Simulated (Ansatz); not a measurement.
Cartesian coordinates (Å):
```xyz
11

C      1.8432    -0.1709    -0.0983
C      0.5912    -0.5897     0.0254
C     -0.5715     0.2991     0.3579
C     -1.6193     0.2865    -0.7334
O     -2.1042     1.2710    -1.2227
H      2.6454    -0.8547    -0.3426
H      2.1105     0.8695     0.0454
H      0.3638    -1.6408    -0.1290
H     -0.2607     1.3284     0.5363
H     -1.0659    -0.0734     1.2659
H     -1.9325    -0.7250    -1.0703
```
Charge 0, spin multiplicity 1.

The numbers are results of Ansatz (a program for electronic structure) with frozen-core CCSD(T)/cc-pVTZ // B3LYP-D3(BJ)/def2-TZVP, not measurements.

```json
{
  "HF energy": "-229.87720 Ha",
  "MP2 correlation energy": "-0.88062 Ha"
}
```

Q: Estimate the CCSD correlation energy, the (T) correction, the total energy and the T1 diagnostic.

A: 
| Item | Value |
|---|---|
| CCSD correlation energy | -0.91377 Ha |
| (T) correction | -0.04064 Ha |
| CCSD(T) total energy | -230.83161 Ha |
| T1 diagnostic | 0.013 |
